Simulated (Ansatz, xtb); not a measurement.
# Relative energy of two isomers of C5H7BrSi

Structure a: `CC1=CC=C[Si@@H]1Br`, a singlet. Structure b: `BrC1=CCC=C[SiH2]1`, a singlet. Both are isolated molecules in the gas phase, relaxed with B3LYP-D3(BJ)/def2-SVP.

**Question.** Estimate E(b) − E(a) at the level CCSD(T)/def2-SVP + ΔMP2/def2-TZVPP.

**Answer.** Calculated at CCSD(T)/def2-SVP + ΔMP2/def2-TZVPP: E(b) − E(a) = +31.3 kcal/mol, so structure a lies lower.

How the difference moves with the method:

```tsv
level	geometry	E(b) − E(a) (kcal/mol)	departure from the last row (kcal/mol)	job, with rough time for the two
GFN2-xTB	GFN2-xTB	+27.1	−4.2	optimisation, 0.16 s
HF/STO-3G	GFN2-xTB	+26.7	−4.6	single point, 0.58 s
r2SCAN-D4/def2-SVP	GFN2-xTB	+30.8	−0.5	single point, 4.8 s
B3LYP-D3(BJ)/def2-SVP	B3LYP-D3(BJ)/def2-SVP	+30.0	−1.3	optimisation, 42 s
HF/def2-SVP	B3LYP-D3(BJ)/def2-SVP	+33.4	+2.1	part of the CCSD(T) run
MP2/def2-SVP	B3LYP-D3(BJ)/def2-SVP	+33.7	+2.4	part of the CCSD(T) run
CCSD(T)/def2-SVP	B3LYP-D3(BJ)/def2-SVP	+31.8	+0.4	single point
CCSD(T)/def2-SVP + ΔMP2/def2-TZVPP	B3LYP-D3(BJ)/def2-SVP	+31.3		single point, 2 min
```

As drawn, b has 1 C–Br, 1 Si–H in place of 1 Br–Si, 1 C–H. Structure a has a 5-membered ring, b a 6-membered ring.

None of the levels shown reverses the order. The largest departure from CCSD(T)/def2-SVP + ΔMP2/def2-TZVPP is that of HF/STO-3G, 4.6 kcal/mol. The last row adds to CCSD(T) the change of the MP2 difference between the two basis sets, here −0.4 kcal/mol.

With thermal terms from frequencies at re-optimised GFN2-xTB minima (ideal gas, soft modes damped towards free rotors, one conformer each, 298.15 K, 1 atm): the zero-point term adds −2.0 kcal/mol; ΔH is +29.1 and ΔG +29.8 kcal/mol.

The correlated steps freeze 19 core orbitals; the filled d shell of Br is correlated, in a basis made for valence electrons. Mirror images aren't counted in ΔG. Run with Ansatz 0.2.0, xtb 6.7.1; the last row on 4 threads of Arm Neoverse V1 on a shared host.
